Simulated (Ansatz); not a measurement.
`C[Se][GaH][Cl]`, relaxed with RKS PBE0-D4/def2-TZVP in Ansatz 0.2.0 from a GFN2-xTB geometry. The force threshold is 0.005 eV/Å; the program also tests the step.

Total charge 0; spin multiplicity 1.

Start:

```xyz
8

C    -1.411   -0.222    0.033
Se    0.059   -1.537    0.247
Ga    1.769    0.045    0.003
Cl    1.321    2.050   -0.395
H    -1.269    0.334   -0.891
H    -2.339   -0.784   -0.008
H    -1.419    0.452    0.887
H     3.290   -0.337    0.124
```

Q: By how much does the energy fall, and how many steps does the optimiser take? (An estimate is asked.)

A: Computed: 1.63 kcal/mol, in 8 steps, 1 of them rejected.

Q: Which bonds change most? (Best estimate.)

A: Computed: Ga3–Cl4 from 2.093 to 2.153 Å; Se2–Ga3 from 2.342 to 2.300 Å; C1–Se2 from 1.984 to 1.960 Å; Ga3–H8 from 1.573 to 1.552 Å.

Q: Give the relaxed structure. (Estimate.)

A: Computed: 
```xyz
8

C    -1.424   -0.212    0.027
Se    0.071   -1.460    0.252
Ga    1.831    0.001    0.016
Cl    1.293    2.051   -0.363
H    -1.322    0.333   -0.907
H    -2.323   -0.824    0.006
H    -1.461    0.479    0.865
H     3.336   -0.369    0.104
```
